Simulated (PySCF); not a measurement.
## C₆ coefficients of unlike pairs at BP86

Calculated with PySCF 2.14 from the dipole response of each species, C₆(A,B) = (3/π) ∫ α_A(iu) α_B(iu) du, in atomic units, from isotropic polarisabilities. For ions this is the dispersion term alone; charge-induced terms of lower order in 1/R come first.

| species | configuration | basis | relativity | α (bohr³) | C₆ (like pair) |
| --- | --- | --- | --- | --- | --- |
| W | [Xe] 4f14 5d4 6s2 (5D) | aug-cc-pVTZ-PP with one added diffuse shell each of s, p, d, f, g type with ECP60MDF (7s7p6d4f3g) | core potential | 71.03 | 869.2 |
| Si³⁺ | [Ne] 3s1 (2S) | aug-cc-pCVTZ-DK with one added diffuse shell each of s, p, d, f type (9s8p6d4f) | spin-free X2C | 6.947 | 12.93 |
| Mg²⁺ | [Ne] (1S) | aug-cc-pVTZ-DK (6s5p3d2f) | spin-free X2C | 0.2878 | 0.1557 |

(1) Estimate C₆ for Si³⁺ with W.

No spin-orbit coupling is included.

The other pairs:

| pair | C₆ |
| --- | --- |
| Mg²⁺, Si³⁺ | 1.006 |
| Mg²⁺, W | 7.481 |

Answers

(1) The integral gives 104.5. The combination rule 2 C_A C_B / (C_A α_B/α_A + C_B α_A/α_B) gives 103.5 and the geometric mean 106.0.
